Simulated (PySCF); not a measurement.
C₃H₅NOSi, SMILES O[Si@H]1C=CN=C1. Atoms are numbered in the order given.

```xyz
11

O     -2.1075     0.1157     0.6645
Si    -0.7689     0.3334    -0.3020
C      0.7435     1.1148     0.4621
C      1.7419     0.2258     0.3186
N      1.5043    -1.0580    -0.3053
C      0.2864    -1.2159    -0.6747
H     -1.9590    -0.2436     1.5453
H     -1.2808     0.9929    -1.5284
H      0.9092     2.0910     0.9224
H      2.7764     0.3861     0.6425
H      0.0188    -2.1624    -1.1672
```
Charge 0, spin multiplicity 1.

Coordinates come from a ωB97X-D3(BJ)/def2-SVP optimisation. The structure was generated by enumeration; whether it is a known compound was not checked. Other conformers were not sampled.

Calculation: PBE/def2-TZVP run with PySCF.

Atomic charges (e):

```json
[
 {"atom": "O1", "Löwdin": "-0.10", "Mulliken": "-0.48", "meta-Löwdin": "-0.71"},
 {"atom": "Si2", "Löwdin": "0.19", "Mulliken": "0.41", "meta-Löwdin": "0.90"},
 {"atom": "C3", "Löwdin": "-0.26", "Mulliken": "-0.25", "meta-Löwdin": "-0.42"},
 {"atom": "C4", "Löwdin": "-0.21", "Mulliken": "-0.04", "meta-Löwdin": "-0.01"},
 {"atom": "N5", "Löwdin": "0.12", "Mulliken": "-0.12", "meta-Löwdin": "-0.22"},
 {"atom": "C6", "Löwdin": "-0.29", "Mulliken": "-0.16", "meta-Löwdin": "-0.21"},
 {"atom": "H7", "Löwdin": "0.18", "Mulliken": "0.31", "meta-Löwdin": "0.35"},
 {"atom": "H8", "Löwdin": "-0.01", "Mulliken": "-0.02", "meta-Löwdin": "-0.08"},
 {"atom": "H9", "Löwdin": "0.14", "Mulliken": "0.12", "meta-Löwdin": "0.14"},
 {"atom": "H10", "Löwdin": "0.13", "Mulliken": "0.11", "meta-Löwdin": "0.13"},
 {"atom": "H11", "Löwdin": "0.12", "Mulliken": "0.12", "meta-Löwdin": "0.13"}
]
```

Computed Mayer and Wiberg (Löwdin basis) orders of the bonds:
```
bond    Mayer  Wiberg
------  -----  ------
O1–Si2   1.24    1.68
Si2–C3   0.94    1.07
C3–C4    1.82    2.03
C4–N5    1.09    1.35
Si2–C6   0.91    1.02
N5–C6    1.88    2.25
O1–H7    0.88    1.02
Si2–H8   0.91    0.88
C3–H9    0.93    0.85
C4–H10   0.96    0.85
C6–H11   0.92    0.88
```
